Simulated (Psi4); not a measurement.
Psi4 input (wB97X-D/6-311+G**):

```
memory 1500 MB

molecule {
1 1
Si   -0.00000000   -0.00000000   -0.10099473
H     0.00000000    0.00000000    1.41392619
symmetry c1
no_reorient
no_com
}

set {
  basis 6-311+G**
  reference rks
  scf_type pk
  dft_radial_points 99
  dft_spherical_points 590
  e_convergence 1e-8
  d_convergence 1e-7
  maxiter 150
}

e = energy('wb97x-d')
print_out(f'\nFINAL {e:.10f} DIPOLE {variable("CURRENT DIPOLE")[0]:.6f} {variable("CURRENT DIPOLE")[1]:.6f} {variable("CURRENT DIPOLE")[2]:.6f}\n')
```

### Question
What final total energy does it give?

### Answer
-289.68864 Eh.
